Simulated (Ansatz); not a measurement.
Ansatz (an electronic-structure program) input for GeBr₂, SMILES [Br][Ge][Br] (connectivity only; charge and spin as stated), neutral, multiplicity 1, CAM-B3LYP/def2-SVPD. Coordinates come from a PBE0-D3(BJ)/def2-SVP optimisation. The isomer is the one that the SMILES or the coordinates give; other isomers of the formula were not compared.

Ansatz 0.2 input:
```yaml
crystal:
  periodic: [false, false, false]
  atoms:
    - {symbol: Ge, position_ang: [0.00000000, 0.00000000, 1.02251875]}
    - {symbol: Br, position_ang: [0.00000000, 1.81068792, -0.46743714]}
    - {symbol: Br, position_ang: [0.00000000, -1.81068792, -0.46743714]}
basis:
  gaussian:
    orbitals: def2-SVPD
hamiltonian:
  xc: {name: CAM-B3LYP}
```

Output:

```
WARN ansatz: RAYON_NUM_THREADS=1 ignored (pool sized by the plan → 1); use --threads N
Functional definition: CAM-B3LYP
integrals: 0.08 GiB planned
1146 factors; integrals over basis functions are off by at most 6.0e-4 eV
integrals: 0.15 GiB planned
328 factors; integrals over basis functions are off by at most 3.3e-5 eV
mean field: 0.99 GiB planned
mean field evaluation 1: about -196598.1099 eV, gradient 2.1e1 eV
mean field evaluation 2: about -196597.7528 eV, gradient 2.6e1 eV
mean field evaluation 4: about -196599.3381 eV, gradient 3.1e-1 eV
mean field evaluation 8: about -196599.3428 eV, gradient 3.4e-2 eV
mean field evaluation 16: about -196599.3428 eV, gradient 1.6e-5 eV
mean field -196599.34276572 eV, -7224.8925868193 hartree, gradient 1.5e-5 eV, S^2 0.000000; 0 other end points of the search recorded, 0 dependent functions left out
reference -196599.34287474 eV, -7224.8925908259 hartree; 51, 51 occupied and 69, 69 virtual orbitals, 1146 factors
Total energy: -196599.34287474 eV, -7224.8925908259 hartree
```

The calculation finished and met its thresholds.

Cost: around 5 core-seconds (rough).
